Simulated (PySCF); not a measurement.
SMILES C[C@]12CC[C@]3(C)[C@H]1[C@H]23, C8H12

Geometry (Å), atoms numbered from 1 in this order:
```xyz
20

C    -2.3360   -0.8893   -0.5883
C    -0.9601   -0.4642   -0.1574
C    -0.2454   -1.2597    0.9300
C     1.0818   -0.4985    1.0457
C     0.8950    0.6007    0.0052
C     1.9982    1.5993   -0.2084
C    -0.5551    0.9806   -0.0896
C     0.0402    0.1016   -1.1247
H    -2.3146   -1.9071   -0.9750
H    -3.0237   -0.8607    0.2556
H    -2.7134   -0.2300   -1.3664
H    -0.1047   -2.2977    0.6267
H    -0.8139   -1.2484    1.8606
H     1.2336   -0.0749    2.0391
H     1.9424   -1.1232    0.8042
H     2.2045    2.1393    0.7145
H     1.7201    2.3173   -0.9764
H     2.9119    1.0944   -0.5185
H    -1.0862    1.9067   -0.0908
H     0.1203    0.1245   -2.1890
```

Level of theory: GIAO PBE0/pcSseg-1 magnetisability, rotational g tensor and spin-rotation constants, non-relativistic, gas phase in PySCF. Geometry: GFN2-xTB.

How diamagnetic is it, and how anisotropic?

Isotropic -1566 × 10⁻³⁰ J/T², or -94.3 × 10⁻⁶ cm³/mol; principal values -1658, -1564, -1475 × 10⁻³⁰ J/T², anisotropy 158 × 10⁻³⁰ J/T² (root of half the summed squared differences of the principal values). The susceptibility is in cgs units.

Split it along the inertial axes a, b, c into diamagnetic and paramagnetic parts about the centre of mass, with the quadrupole moment.


| axis | χ (10⁻⁶ cm³/mol) | diamagnetic (10⁻⁶ cm³/mol) | paramagnetic (10⁻⁶ cm³/mol) | summed x² of all electrons (Å²) | quadrupole Θ (D Å) |
| --- | --- | --- | --- | --- | --- |
| a | -99.8 | -417.8 | 318.0 | 161.8 | +0.48 |
| b | -94.2 | -804.4 | 710.2 | 70.7 | +0.12 |
| c | -88.8 | -986.4 | 897.6 | 27.8 | -0.59 |

Anisotropies 2χaa − χbb − χcc = -16.6 and 2χbb − χaa − χcc = +0.3 × 10⁻⁶ cm³/mol. Θ is traceless in Buckingham's convention.

And the rotational g tensor?


| axis | rotational constant (GHz) | g | nuclear part | electronic part |
| --- | --- | --- | --- | --- |
| a | 4.2026 | +0.0231 | 0.6510 | -0.6279 |
| b | 1.8565 | +0.0055 | 0.6249 | -0.6194 |
| c | 1.4674 | +0.0009 | 0.6197 | -0.6188 |

Asymmetric top; isotopes 12C, 1H; no vibrational averaging.
